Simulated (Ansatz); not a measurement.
Relaxation of Pt₂H₄ with UKS B3LYP-D4/def2-TZVP.

```sh
$ ansatz run in.yaml --threads 4 --pin off --events-out ev --progress --plain --max-ram 3916MiB
```

```yaml
crystal:
  periodic: [false, false, false]
  atoms:
    - {symbol: Pt, position_ang: [-1.204957, -0.321165, 0.343743]}
    - {symbol: Pt, position_ang: [1.203287, 0.323696, -0.340968]}
    - {symbol: H, position_ang: [-1.952547, 0.881087, -0.202254]}
    - {symbol: H, position_ang: [2.421228, 1.042105, 0.278317]}
    - {symbol: H, position_ang: [-2.418424, -1.045066, -0.278161]}
    - {symbol: H, position_ang: [1.951402, -0.880656, 0.199333]}
basis:
  gaussian: {orbitals: def2-TZVP}
magnetization: {spin_polarized: true, initial_magnetization: 2}
hamiltonian: {xc: {name: B3LYP}, dispersion: d4}
scf: {omitted_lower_state_checks: [starts]}
output: {orbitals: {seedname: orbitals}}
relax: {f_tol: 0.02, max_steps: 100}
```

Run time 29 s (4 threads of Arm Neoverse V2 on a shared host).

Positions (Å) and forces (eV/Å) at steps 1, 2, 3, 4, 5, 6, 7, 8, 9, 10, 11, 12, 13 of 13:

```xyz
6
step=1 energy=-6560.5175 eV
Pt   -1.205   -0.321    0.344    0.843    1.002    1.794
Pt    1.203    0.324   -0.341   -0.767    0.143   -1.333
H    -1.953    0.881   -0.202    0.262    0.734   -0.218
H     2.421    1.042    0.278   -0.118   -0.030    0.654
H    -2.418   -1.045   -0.278   -0.762   -1.385   -0.982
H     1.951   -0.881    0.199    0.542   -0.462    0.086
6
step=2 energy=-6561.1178 eV
Pt   -1.241   -0.220    0.506   -0.201   -0.071   -0.581
Pt    1.155    0.277   -0.474   -0.086   -0.041    0.723
H    -1.868    0.997   -0.224    0.287    0.533    0.005
H     2.292    0.997    0.358   -0.993   -0.189   -0.303
H    -2.319   -1.173   -0.327    1.013    0.001    0.459
H     1.981   -0.878    0.160   -0.021   -0.233   -0.304
6
step=3 energy=-6561.4689 eV
Pt   -1.246   -0.141    0.524   -0.441   -0.423   -0.781
Pt    1.091    0.221   -0.480    0.208   -0.153    0.821
H    -1.783    1.126   -0.225    0.223    0.308    0.067
H     2.131    1.012    0.395   -0.718   -0.163   -0.348
H    -2.151   -1.271   -0.310    0.898    0.403    0.593
H     1.958   -0.946    0.095   -0.170    0.028   -0.353
6
step=4 energy=-6561.6695 eV
Pt   -1.273   -0.120    0.511   -0.305   -0.148   -0.475
Pt    1.074    0.170   -0.416    0.155   -0.074    0.398
H    -1.663    1.215   -0.252    0.169   -0.024    0.125
H     1.983    1.140    0.432   -0.488   -0.485   -0.270
H    -2.061   -1.324   -0.257    0.567    0.384    0.334
H     1.939   -1.081   -0.019   -0.099    0.347   -0.112
6
step=5 energy=-6561.7816 eV
Pt   -1.297   -0.063    0.523   -0.412   -0.118   -0.094
Pt    0.999    0.108   -0.440    0.454    0.001    0.265
H    -1.578    1.291   -0.258    0.108    0.038    0.043
H     1.821    1.080    0.455   -0.164   -0.326   -0.251
H    -1.898   -1.345   -0.226    0.137    0.079    0.124
H     1.952   -1.072   -0.054   -0.122    0.325   -0.086
6
step=6 energy=-6561.8497 eV
Pt   -1.406   -0.051    0.497   -0.346   -0.017    0.004
Pt    0.906    0.099   -0.434    0.226   -0.094    0.043
H    -1.413    1.388   -0.254    0.073   -0.153    0.016
H     1.771    0.995    0.448    0.103    0.011   -0.013
H    -1.813   -1.449   -0.183    0.007    0.099    0.034
H     1.954   -0.982   -0.075   -0.064    0.154   -0.084
6
step=7 energy=-6561.8761 eV
Pt   -1.480   -0.057    0.504   -0.131   -0.014   -0.099
Pt    0.861    0.112   -0.396   -0.016   -0.030   -0.018
H    -1.307    1.377   -0.279    0.079   -0.260    0.042
H     1.781    0.976    0.451    0.122    0.095    0.067
H    -1.822   -1.478   -0.168   -0.011    0.165    0.060
H     1.966   -0.929   -0.113   -0.043    0.044   -0.053
6
step=8 energy=-6561.9248 eV
Pt   -1.546   -0.080    0.527    0.058    0.003   -0.103
Pt    0.815    0.158   -0.352   -0.130    0.071    0.012
H    -1.141    1.292   -0.322    0.118   -0.187    0.030
H     1.797    0.991    0.470    0.010    0.012    0.033
H    -1.873   -1.485   -0.153   -0.051    0.070    0.051
H     1.949   -0.877   -0.168   -0.006    0.031   -0.023
6
step=9 energy=-6561.9557 eV
Pt   -1.577   -0.104    0.532   -0.002   -0.031    0.022
Pt    0.778    0.210   -0.340    0.039   -0.062   -0.002
H    -0.969    1.205   -0.351   -0.041    0.043   -0.038
H     1.784    1.001    0.499   -0.044   -0.017    0.024
H    -1.950   -1.495   -0.127   -0.053    0.037    0.017
H     1.934   -0.818   -0.213    0.102    0.028   -0.025
6
step=10 energy=-6561.9695 eV
Pt   -1.570   -0.106    0.543    0.009    0.026   -0.051
Pt    0.789    0.183   -0.333    0.194   -0.008   -0.099
H    -0.944    1.170   -0.402   -0.003   -0.065    0.084
H     1.741    0.984    0.557   -0.075   -0.026   -0.001
H    -2.055   -1.473   -0.092   -0.035    0.009    0.032
H     2.039   -0.758   -0.272   -0.091    0.063    0.035
6
step=11 energy=-6561.9776 eV
Pt   -1.541   -0.117    0.536   -0.003   -0.117   -0.014
Pt    0.817    0.165   -0.384    0.167    0.080    0.139
H    -0.907    1.146   -0.398    0.013    0.022   -0.043
H     1.675    0.978    0.590   -0.113   -0.058   -0.088
H    -2.153   -1.457   -0.063    0.019    0.075    0.036
H     2.109   -0.715   -0.281   -0.083   -0.001   -0.031
6
step=12 energy=-6561.9786 eV
Pt   -1.506   -0.142    0.538   -0.022    0.096    0.016
Pt    0.836    0.180   -0.392   -0.090   -0.053   -0.120
H    -0.883    1.135   -0.414   -0.047   -0.043    0.035
H     1.634    0.990    0.613    0.071    0.043    0.081
H    -2.189   -1.443   -0.048    0.005   -0.025   -0.026
H     2.109   -0.720   -0.297    0.083   -0.018    0.014
6
step=13 energy=-6561.9806 eV
Pt   -1.516   -0.127    0.541   -0.010   -0.011   -0.001
Pt    0.832    0.174   -0.391   -0.002    0.006   -0.003
H    -0.901    1.135   -0.414    0.004    0.005   -0.002
H     1.643    0.982    0.613    0.003   -0.004   -0.001
H    -2.170   -1.443   -0.053    0.002    0.004    0.005
H     2.112   -0.720   -0.296    0.003    0.001    0.003
```

In the def2 sets Pt takes a core potential; there is no spin–orbit coupling. At B3LYP-D4/def2-TZVP a singlet of charge 0 lies 1.07 eV below the triplet, each at its own geometry. The structure comes from a short search, and lower isomers may exist.
